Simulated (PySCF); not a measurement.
Species: C8H9NO.
Structure used (GFN2-xTB), in Å, numbered top down from 1:
```
atom  x, y, z in Å
C1     3.1807   -0.1934    0.4452
C2     2.1957    0.3747   -0.2225
C3     1.2213   -0.3687   -1.0929
C4    -0.1687   -0.1643   -0.5653
C5    -0.9544    0.9120   -0.9661
C6    -2.2047    1.1042   -0.4314
N7    -2.7214    0.2678    0.4993
O8    -3.8675    0.4592    0.9734
C9    -1.9670   -0.7816    0.9034
C10   -0.7115   -1.0103    0.3970
H11    3.3637   -1.2547    0.3959
H12    3.8526    0.3774    1.0630
H13    2.0268    1.4416   -0.1551
H14    1.2857    0.0169   -2.1138
H15    1.4709   -1.4307   -1.1016
H16   -0.5919    1.6088   -1.7066
H17   -2.8458    1.9240   -0.7161
H18   -2.4252   -1.4146    1.6473
H19   -0.1491   -1.8589    0.7547
```

Computed at PBE0/pcSseg-1 (PySCF, non-relativistic), with Q(14N) = 0.02044 b, Q(17O) = −0.0256 b: N7, 14N (I = 1): χzz = 0.828 MHz, η = 0.939; O8, 17O (I = 5/2): χzz = -15.32 MHz, η = 0.658.

(1) Where would the pure quadrupole (NQR) lines of 14N at N7 fall for the rigid, isolated species?

(2) Find the zero-field quadrupole resonance frequencies of 17O at O8.

Answers

(1) From ν± = (3/4)|χ|(1 ± η/3) and ν0 = |χ|η/2: ν+ 0.815 MHz, ν− 0.426 MHz, ν0 0.389 MHz (N-oxide nitrogen).

(2) From the eigenvalues of H = χ/[4I(2I − 1)] × [3Iz² − I(I + 1) + η(Ix² − Iy²)], steps between neighbouring levels, labelled as for η = 0: ±1/2↔±3/2 3.194 MHz, ±3/2↔±5/2 4.288 MHz (N-oxide oxygen).

In a crystal, neighbours and librations shift these lines. GFN2-xTB bond lengths can be off by several hundredths of an ångström, more for odd bonds, and the gradients follow them. With so small a basis the couplings can be 20 % off.

The run behind these numbers computed NMR shieldings as well. The run took 30 s of wall time on an Intel Xeon 6975P-C with one thread, no GPU, on a shared host, and the process peaked at 0.95 GiB of memory.

One conformer stands for the species.
